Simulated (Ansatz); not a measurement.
Stepwise reaction of `CB(O)O` with hydrogen fluoride, as a gas-phase model of exchange steps in deposition or etching. ΔE in kJ/mol.

Gas-phase electronic energies from Ansatz, PBE0-D4/def2-TZVP geometries. CBS: MP2 limit from def2 TZ/QZ plus the TZ coupled-cluster correction, frozen cores. This one scheme is used for every species. DFT in def2-TZVPP. B3LYP here is the variant with VWN-RPA as its local correlation; programs differ in this. Each species was taken in one conformer, which may not be the lowest.

```json
{"step": "2", "reaction": "`CB(O)F` + H–F → `CB(F)F` + H₂O", "PBE-D4": "-11.2", "B3LYP-D4": "-13.6", "ωB97M-V": "-13.5", "CCSD(T)/CBS": "-12.1"}
```

(1) Give the row of step 1, `CB(O)O` + H–F → `CB(O)F` + H₂O. (An estimate is asked.)

(2) By hand: ΔE of the 2 steps together at CCSD(T)/CBS.

Results:

(1) Computed: 
```csv
step,reaction,PBE-D4,B3LYP-D4,ωB97M-V,CCSD(T)/CBS
1,`CB(O)O` + H–F → `CB(O)F` + H₂O,-31.0,-33.7,-33.9,-30.7
```

(2) (-30.7) + (-12.1) = -42.8 kJ/mol, or -21.4 kJ/mol a step.

In ΔE each step is higher than the one before. All are downhill at CCSD(T)/CBS. PBE-D4 differs from CCSD(T)/CBS by -0.3 to 0.9 kJ/mol a step. Isolated molecules leave out the surface, adducts and barriers. Largest T1 diagnostic: 0.012.
